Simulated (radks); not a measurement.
The numbers below are computed, except where a source is named.
Effect of the nuclear size on the sulfur ion S4+, [Ne] 3s2. Code: a radial shooting solver on a logarithmic mesh with Libxc functionals. Model: Dirac Kohn-Sham, exchange-only LDA, spin-unpolarised, spherical densities, finite nucleus; Fermi nuclear charge, rms radius 3.2611 fm. The rms radius is varied about that value; shifts are against it.

rms radius (fm)  total energy shift (eV)  density at nucleus (e/bohr^3)  1s1/2 shift (meV)  2s1/2 shift (meV)
2.7393                          -0.00298                           2940              -1.25             -0.086
3.0654                          -0.00118                           2935             -0.492             -0.034
3.2611                                 0                           2932              0.000              0.000
3.522                            0.00168                           2928              0.703              0.049
3.8383                           0.00389                           2924               1.63              0.112

Slopes of the eigenvalues against <r^2> in GHz/fm^2, as finite differences over the two radii next to the reference (eigenvalue slopes, not the field-shift constants of lines): 1s1/2 96.1, 2s1/2 6.64.
